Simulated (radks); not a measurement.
Q: Species: Gd2+. Configuration: [Xe] 4f7 5d1 (the NIST ground configuration). Calculated with a radial shooting solver on a logarithmic mesh with Libxc functionals: Dirac Kohn-Sham, LDA (Slater exchange, Perdew-Wang correlation), spin-unpolarised, spherical densities, point nucleus; open shells fill j = l - 1/2 first. Some entries of the table are withheld. Estimate them.

orbital  occ.  eigenvalue (eV)  <r> (bohr)
1s1/2       2        -50018.25     0.02192
2s1/2       2              (1)     0.09281
2p1/2       2        -7853.046     0.07749
2p3/2       4        -7157.982     0.08432
3s1/2       2        -1842.474      0.2443
3p1/2       2        -1662.860      0.2338
3p3/2       4        -1520.351      0.2469
3d3/2       4        -1209.182      0.2188
3d5/2       6        -1178.104      0.2229
4s1/2       2        -381.4277      0.5532
4p1/2       2        -311.5386      0.5650
4p3/2       4        -279.6571      0.5948
4d3/2       4        -164.3320      0.6305
4d5/2       6        -158.5705      0.6410
5s1/2       2              (2)         (3)
5p1/2       2         -44.1882       1.489
5p3/2       4         -39.7510       1.583
4f5/2       6         -22.9202      0.8566
4f7/2       1         -22.1633      0.8688
5d3/2       1         -15.5518       2.334
5d5/2       0         -15.1891       2.381

A: 
(1) 2s1/2 eigenvalue (eV): -8266.767
(2) 5s1/2 eigenvalue (eV): -63.5371
(3) 5s1/2 <r> (bohr): 1.331
